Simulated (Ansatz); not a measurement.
Mulliken charges of CdH$_{4}$N$_{2}$, SMILES `[NH2][Cd][NH2]` from B3LYP/def2-TZVPP in Ansatz (PBE0-D4/def2-TZVP geometry).

```
atom   x (Å)   y (Å)   z (Å)  charge (e)
  N1  -1.856   0.221  -0.740      -0.587
 Cd2  -0.035  -0.022   0.061       0.669
  N3   1.679  -0.333   1.053      -0.587
  H4  -2.304  -0.654  -0.983       0.126
  H5  -1.849   0.786  -1.581       0.126
  H6   1.876   0.381   1.744       0.126
  H7   2.489  -0.378   0.446       0.126
```

Problem. By hand: the dipole of these point charges (1 e Å = 4.8032 D).

Solution. Σ q r = (0.107, 0.068, -0.190) e Å, of length 0.228 e Å = 1.10 D.

Problem. How does the dipole of the full density compare? (Estimate.)

Solution. The calculation gave: (0.148, 0.094, -0.263) e Å, 1.52 D; the point charges give 0.72 times that, at 0° from its direction.

Point charges leave out the atoms' own dipoles, such as those of lone pairs, and Mulliken's split depends on the basis, so the two needn't agree.

B3LYP here is the variant with VWN-RPA as its local correlation; programs differ in this.
